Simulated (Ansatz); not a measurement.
The cluster Si₃O₄⁻. The state is a doublet with charge -1. Geometry r2SCAN-D4/def2-SVPD.

```xyz
7

Si    0.700   -1.032    0.471
Si   -1.081   -0.118   -0.770
Si    0.657    1.981    0.516
O     0.926   -2.323    1.321
O     1.236    0.494    1.068
O    -1.868   -0.515   -2.060
O    -0.570    1.513   -0.546
```

Another isomer (doublet) lies 0.14 eV lower at PBE0-D4/def2-TZVPD; other spin states weren't run for this one.

Task: Estimate the α-spin orbital energies around the gap (eV) in Ansatz with HF/def2-TZVPD, PBE-D4/def2-TZVPD, r2SCAN-D4/def2-TZVPD, PBE0-D4/def2-TZVPD.

Result: 
| orbital | HF/def2-TZVPD | PBE-D4/def2-TZVPD | r2SCAN-D4/def2-TZVPD | PBE0-D4/def2-TZVPD |
| --- | --- | --- | --- | --- |
| HOMO−5 | -8.44 | -3.23 | -3.53 | -4.68 |
| HOMO−4 | -8.26 | -3.20 | -3.46 | -4.54 |
| HOMO−3 | -7.90 | -2.95 | -3.24 | -4.35 |
| HOMO−2 | -7.64 | -2.61 | -2.88 | -4.09 |
| HOMO−1 | -6.49 | -2.12 | -2.38 | -3.43 |
| HOMO | -3.81 | -0.41 | -0.66 | -1.33 |
| LUMO | 4.22 | 0.94 | 0.98 | 1.63 |
| LUMO+1 | 4.34 | 1.82 | 1.91 | 2.43 |
| LUMO+2 | 4.57 | 2.15 | 2.49 | 2.90 |
| LUMO+3 | 4.83 | 3.02 | 3.54 | 3.42 |
| LUMO+4 | 5.57 | 3.27 | 3.86 | 3.92 |
| LUMO+5 | 5.68 | 3.39 | 3.96 | 4.05 |
| β HOMO | -6.36 | -2.02 | -2.24 | -3.30 |
| β LUMO | 4.26 | 0.52 | 0.77 | 1.32 |
